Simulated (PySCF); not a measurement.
Compound: C₆H₁₀FO₂P.
SMILES with atom numbers: `[CH3:1][C:2]1=[C:3]([F:4])[P@:5]1(=[O:6])[CH2:7][CH2:8][CH2:9][OH:10]`

Geometry (GFN2-xTB, Å), atoms numbered from 1 in this order:
```xyz
20
C6H10FO2P angstrom
C      3.3194    0.8380    0.4980
C      1.8813    0.8566    0.1553
C      0.8514    1.7166    0.1972
F      0.6494    2.9755    0.5926
P      0.3300    0.1842   -0.5677
O      0.1930   -0.0692   -2.0073
C     -0.2771   -1.1614    0.5407
C     -1.6965   -1.5319    0.1539
C     -2.5531   -0.2679    0.2356
O     -1.9331    0.7753   -0.4778
H      3.5105    0.0887    1.2666
H      3.6401    1.8137    0.8603
H      3.9039    0.5685   -0.3811
H     -0.2047   -0.8371    1.5775
H      0.4072   -1.9962    0.3718
H     -1.6982   -1.9021   -0.8746
H     -2.0990   -2.3062    0.8076
H     -2.6146    0.0760    1.2725
H     -3.5665   -0.4509   -0.1378
H     -2.0484    0.6404   -1.4279
```

Probes without a nucleus sit at each ring's centroid and 1 Å off its mean plane on both sides; NICS is minus the shielding there, NICSzz its component along the normal. Level: GIAO PBE0/pcSseg-1 (PySCF, non-relativistic, gas phase) on the GFN2-xTB geometry, one conformer.

Ring bond lengths (Å), with Mayer bond orders in brackets: C2–C3 1.342 (1.59), C3–P5 1.790 (0.93), P5–C2 1.839 (0.77).

Question: Give the NICS values of each ring in ppm.

Answer: 
```tsv
ring	type	NICS(0)	NICS(1), two faces	NICS(1)zz, two faces	rms pucker (Å)	centre to ring atoms, mean (Å)
C2–C3–P5	3-membered ring with P; formal bonds 1 double, 2 single	-19.1	-5.7 / -7.7	-3.5 / -7.0	0.00	0.96
```

Question: What do they say, and how far can they be read as aromaticity?

Answer: 
- C2–C3–P5: mean NICS(1)zz -5.2 ppm, shielded. P5 has four or more neighbours, so the value isn't read as a sign of a π ring current. The two faces differ by 3.5 ppm, so no symmetry operation interchanges them. NICS(0) lies 12 ppm below the mean NICS(1).

Question: What is the mean of the two in-plane components of NICS at the first NICS(1) probe listed for ring C2–C3–P5, 1 Å off the ring?

Answer: The isotropic value is a third of the trace: (3 × -5.7 − (-3.5))/2 = -6.8 ppm.

Question: Give the inner angles of the rings and the Hirshfeld charges of the ring atoms.

Answer: 
- C2–C3–P5: C2 66.4° (-0.060 e), C3 70.2° (+0.004 e), P5 43.4° (+0.372 e); sum 180.0° against 180° for a flat convex ring.

Question: What are the shieldings of the ring atoms and their hydrogens in the same run (means over atoms taken as equivalent)?

Answer: 
| atoms | environment | σ isotropic (ppm) | principal values of the symmetric part, first atom (ppm) |
| --- | --- | --- | --- |
| C2 | fully substituted alkene carbon | 29.3 | -67.7, 17.0, 138.7 |
| C3 | vinylic C–F carbon | 3.1 | -96.6, 35.5, 70.4 |
| P5 | phosphoryl phosphorus | 379.4 | 225.2, 263.0, 650.0 |
